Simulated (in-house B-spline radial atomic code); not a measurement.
How numerical settings move a run on Ag3+, [Kr] 4d8. Computed with an all-electron radial atomic-structure program (B-spline basis): scalar-relativistic (X2C) LDA PW92, spherical fractional occupations, Fermi nucleus of rms radius 4.5454 fm.

Command:
```bash
python run_scf.py task.json out
```
Settings of the sound reference run:
```
Z                47
electrons        44
configuration    [Kr] 4d8
hamiltonian      x2c
method           lda,pw
spin_polarised   False
nucleus          fermi
rms_radius       4.5454
mass_number      107
atomic_mass      106.9051
speed_of_light   137.036
knot_spacing     0.22
spline_order     8
gauss_points     12
box_radius       16.22
max_iterations   70
damping          0.5
damped_steps     3
diis_vectors     10
tolerance        1e-08
start            Thomas-Fermi
```

Cost of the run: 0.15 s on 1 thread of AMD EPYC 9R45 96-Core Processor, with other jobs on the host.

It converges in 9 iterations to -5307.502989 hartree, with 4d at -43.9628 eV. The other runs change the listed settings, some to values that make no sense; their results aren't properties of the atom or ion. Radii are in bohr (the nuclear one in fm), a minus after a letter asks for a j subshell, and «unchanged» means within 1e-8 hartree. The run stops when the residual is below 10 × tolerance × max(1, Z/10), or a noise floor if that is larger, and the energy moves by less than 1e-8 × √|E| hartree; so very loose and very tight tolerances often act alike.

```tsv
changed settings	outcome
tolerance = 1e-13	converged in 10 iterations, energy unchanged, 4d level -1.3e-05 eV
box_radius = 3.24, max_iterations = 60, start = bare nucleus	converged in 10 iterations, energy +1.07e-01 hartree from the reference, 4d level +1.8e+00 eV (the program warns: 4d reaches the box edge; 4s reaches the box edge)
spline_order = 3, box_radius = 64.88, first_knot = 0.0213, max_iterations = 60	converged in 9 iterations, energy +6.09e+01 hartree from the reference, 4d level -8.9e-02 eV
gauss_points = 4	converged in 9 iterations, energy +5.01e-07 hartree from the reference
knot_spacing = 1.4	converged in 9 iterations, energy +4.90e+01 hartree from the reference, 4d level -3.3e+00 eV (the program warns: 3s reaches the box edge; 3p reaches the box edge)
gauss_points = 3	not converged after 70 iterations, last residual 9.8e+00, last energy +1.46e+03 hartree from the reference
knot_spacing = 1	converged in 9 iterations, energy +1.98e+01 hartree from the reference, 4d level -2.1e-01 eV (the program warns: 2s reaches the box edge; 2p reaches the box edge)
gauss_points = 6	converged in 9 iterations, energy +2.15e-08 hartree from the reference
knot_spacing = 0.1	converged in 9 iterations, energy +5.68e-07 hartree from the reference, 4d level +7.3e-07 eV
electrons = 45, configuration = [Kr] 4d8 5p-1, max_iterations = 100	stopped with error: j subshells need the Dirac Hamiltonian and l > 0
knot_spacing = 0.3	converged in 10 iterations, energy +1.06e-05 hartree from the reference, 4d level -9.1e-06 eV
knot_spacing = 0.15	converged in 9 iterations, energy +1.87e-06 hartree from the reference, 4d level +7.2e-07 eV
tolerance = 1e-06	converged in 9 iterations, energy unchanged
knot_spacing = 0.3, gauss_points = 4, first_knot = 0.00213, max_iterations = 60, diis_vectors = 4	converged in 10 iterations, energy -5.09e+04 hartree from the reference, 4d level +1.6e+00 eV (the program warns: 1s reaches the box edge)
knot_spacing = 0.55	converged in 10 iterations, energy +1.83e-01 hartree from the reference, 4d level -1.1e-02 eV
electrons = 47, configuration = [Kr] 4d8 5s3, max_iterations = 60	stopped with error: shell 5s holds at most 2 electrons
```

Problem. What happens with hamiltonian = dirac, method = hf, spin_polarised = True?

Solution. Stopped with error: spin polarisation is not served with the Dirac Hamiltonian.

Problem. What happens with knot_spacing = 2?

Solution. Converged in 9 iterations, energy +1.76e+02 hartree from the reference, 4d level -6.8e+00 eV (the program warns: 4d reaches the box edge; 2p reaches the box edge).

Problem. What happens with gauss_points = 16?

Solution. Converged in 9 iterations, energy -1.09e-07 hartree from the reference.

Problem. What happens with knot_spacing = 0.55, max_iterations = 8, start = bare nucleus?

Solution. Not converged after 8 iterations, last residual 1.9e-03, last energy +1.83e-01 hartree from the reference.
